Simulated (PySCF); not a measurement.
diantimony cation (Sb₂), SMILES [Sb]#[Sb] (connectivity only; charge and spin as stated), charge +1, multiplicity 2.

Geometry optimised at B3LYP-D3(BJ)/def2-TZVP. The spin state was assumed, not searched. The def2 effective core potentials stand for the cores of Sb; spin–orbit coupling is left out.

Calculation: r2SCAN/def2-TZVPD run with PySCF.

Isolated molecule, no solvent.

Computed frontier levels, dipole moment:
```yaml
"α spin, highest occupied and lowest empty level": -11.64 and -9.89 eV
"β spin, highest occupied and lowest empty level": -11.49 and -10.93 eV
dipole_moment_about_the_centre_of_nuclear_charge: 0.000 e·Å
"⟨S²⟩": 0.754 (pure state 0.75)
```
